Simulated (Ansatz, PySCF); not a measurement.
System: InF (charge 0, triplet). This is an excited triplet: at this geometry the singlet lies 3.48 eV lower at CCSD(T)/CBS(def2-TZVPPD,def2-QZVPPD). 
Coordinates optimised at B3LYP-D3(BJ)/def2-TZVP (Ansatz, an electronic-structure program):
```
In
F 1 1.9847
```
Charge 0, spin multiplicity 3.

Total electronic energies in hartree. Valence correlation only, unless marked. UHF or UKS for open shells. Spin-orbit coupling is left out. The frozen core is the preceding noble-gas configuration, with the filled d and f shells of earlier blocks. In def2 rows, elements after Kr have scalar-relativistic effective core potentials. Basis-set limits of correlation are two-point, X^-3; Hartree-Fock from the larger set.

```csv
level,program,energy (Eh)
r2SCAN-D4/def2-TZVPD,Ansatz + dftd4,…
MN15-D3(BJ)/def2-TZVPD,PySCF + dftd3,-289.44908
HSE06/def2-TZVPD,Ansatz,-289.84892
LC-wPBE/def2-TZVPD,Ansatz,…
B2PLYP/def2-TZVPD,Ansatz,…
RI-MP2/def2-QZVPPD,Ansatz,-288.97514
SCS-MP2/def2-SVPD,Ansatz,-288.74775
CCSD/def2-TZVPP,Ansatz,-288.93970
"CCSD(T)/CBS(def2-TZVPPD,def2-QZVPPD)",Ansatz,-289.0013
```

Q: Fill in the missing entries.

A: 
- r2SCAN-D4/def2-TZVPD, energy (Eh): -289.98145
- LC-wPBE/def2-TZVPD, energy (Eh): -289.92281
- B2PLYP/def2-TZVPD, energy (Eh): -289.62010
